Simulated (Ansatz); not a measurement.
Reaction (isomerisation): `C[SiH]1NCS1` → `[SiH3]C1NCS1`

Computed with Ansatz on PBE0-D4/def2-TZVP structures; ΔE is electronic, products minus reactants. CBS: MP2 limit from def2 TZ/QZ plus the TZ coupled-cluster correction, frozen cores. Functionals use def2-TZVPP.

```
             level  ΔE (kJ/mol)
         r2SCAN-D4        266.1
SCS-MP2/def2-QZVPP        258.7
```

What does CCSD(T)/CBS give? (Best estimate.)

Computed: +258.2 kJ/mol. The listed levels differ from it by 7.9, 0.5 kJ/mol.

Largest T1 diagnostic among the species: 0.011.

From PBE to PBE0 (25 % exact exchange), in def2-TZVPP and without D4, ΔE moves by +9.2 kJ/mol.
